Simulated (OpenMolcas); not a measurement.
Ag5+ (d6) among equal point charges was computed by CASSCF with the d shell active (OpenMolcas, ANO-RCC-VDZP on the metal). Its lowest spin-free states, and all those of the highest spin:

```json
{"2S+1": "5", "Degeneracy": "2", "E (cm-1)": "0.0"}
{"2S+1": "5", "Degeneracy": "1", "E (cm-1)": "1344"}
{"2S+1": "5", "Degeneracy": "1", "E (cm-1)": "1577"}
{"2S+1": "5", "Degeneracy": "1", "E (cm-1)": "4061"}
{"2S+1": "3", "Degeneracy": "2", "E (cm-1)": "22019"}
{"2S+1": "3", "Degeneracy": "1", "E (cm-1)": "22690"}
{"2S+1": "3", "Degeneracy": "1", "E (cm-1)": "23057"}
{"2S+1": "3", "Degeneracy": "2", "E (cm-1)": "23239"}
{"2S+1": "3", "Degeneracy": "1", "E (cm-1)": "23780"}
{"2S+1": "3", "Degeneracy": "2", "E (cm-1)": "24134"}
{"2S+1": "3", "Degeneracy": "1", "E (cm-1)": "24613"}
{"2S+1": "3", "Degeneracy": "1", "E (cm-1)": "24722"}
```

Question: Is the site octahedral, tetrahedral or cube-like, axial, or of lower symmetry?

Answer: The states with 2S+1 = 5 have orbital degeneracies 2, 1, 1, 1. There are pairs but no triples, so the site is axial: not cubic, but with a proper or improper axis of order three or more. The run had Ag5+ among 6 point charges of -1.1 e arranged as a tetragonal octahedron (D4h), 1.99 Å from the ion, with the axial distance 2.209 Å.

An orbital doublet at a regular site is open to a Jahn-Teller distortion, which this geometry leaves out. Without dynamic correlation the repulsion within the d shell is too large (B by tens of per cent), so at a given field states of lower spin stand too high. Point charges give a weaker field than real ligands, and real ions of this kind are as a rule low spin; the high spin found here belongs to the model. The ground term spreads over less than 5000 cm-1, several times less than with real ligands, so orbital moments are less quenched and χT lies further from the spin-only value than at real sites. Point charges carry no covalency, so the field is a model and not that of real ligands. No measured value stands beside these numbers.
